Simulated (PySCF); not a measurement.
In(H)2(SH) (H3InS), SMILES [SH][InH2]. Heavy atoms are numbered as in [InH2:1][SH:4]. Hydrogens are named by the atom that carries them.

Geometry optimised at B3LYP-D3(BJ)/def2-TZVP. The def2 effective core potentials stand for the cores of In; spin–orbit coupling is left out.

Level of theory: HF/def2-TZVPD (PySCF).

Mulliken values depend strongly on the basis, most of all with diffuse functions as here. ESP charges are fitted to the potential on shells at 1.4 to 2.0 van der Waals radii. Atomic charges (e), one atom of each kind:

```csv
atom,ESP fit,Mulliken
In1 (InH2),0.77,0.79
H on In1,-0.21,-0.14
S4 (SH),-0.46,-0.73
H on S4,0.15,0.23
```
